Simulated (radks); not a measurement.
Results of a calculation; reference values are marked as such.
Ionisation of La, [Xe] 5d1 6s2, to La+, [Xe] 5d2, under several functionals. Scalar-relativistic Kohn-Sham, spin-polarised, spherical densities, point nucleus; open shells are filled with parallel spins first (spin-orbit coupling, left out, can overturn this in heavy ions); a radial shooting solver on a logarithmic mesh with Libxc functionals.

functional                                        E(La) (hartree)  Exc (hartree)  IE (eV)  -e(HOMO) (eV)  <r> HOMO (bohr)  IE error (eV)
LDA (Slater exchange, Perdew-Wang correlation)         -8486.8763      -196.6459    5.934          3.391            2.974         +0.357
B86b exchange with PBE correlation                     -8494.1376      -203.9481    5.595          3.316            2.973         +0.018
PBEsol                                                 -8490.0091      -199.7910    5.582          3.324            2.972         +0.005
PW91                                                   -8494.3875      -204.2016    5.626          3.342            2.972         +0.050
LDA (Slater exchange, Perdew-Zunger correlation)       -8486.8777      -196.6472    5.962          3.381            2.975         +0.385
OLYP                                                   -8496.4416      -206.3806    5.227          3.176            2.919         -0.350

NIST Atomic Spectra Database: 5.577 eV (measured). Closest: PBEsol. The Delta-SCF values span 0.73 eV, the total energies 9.57 hartree. The highest occupied level is 5d. Open shells are spherical and high-spin; term and fine-structure splittings are not resolved. Spin-orbit splitting is averaged out at the scalar-relativistic level.
